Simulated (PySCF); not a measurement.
CH₆ClFSi₂, SMILES [SiH2](F)C[SiH2]Cl. Geometry optimised at PBE0-D3(BJ)/def2-SVP. The structure was generated by enumeration, and PubChem lists no compound with its InChIKey, so it may never have been made. One conformer was computed; it need not be the lowest.

Computed equilibrium geometry at PBE0-D3(BJ)/def2-SVP (PySCF confirms it by a frequency run) as Cartesian coordinates in Å (one conformer of several):
```xyz
11

Si     1.4965     0.3337     0.3972
F      3.0626    -0.1146     0.3528
C      0.4760    -1.0278    -0.3809
Si    -1.2236    -0.4912    -0.9361
Cl    -2.0516     0.6966     0.5579
H      1.1304     0.5412     1.8222
H      1.3747     1.5950    -0.3857
H      1.0182    -1.4038    -1.2673
H      0.3883    -1.8653     0.3311
H     -1.1364     0.3383    -2.1699
H     -2.1374    -1.6454    -1.1601
```
Charge 0, spin multiplicity 1.
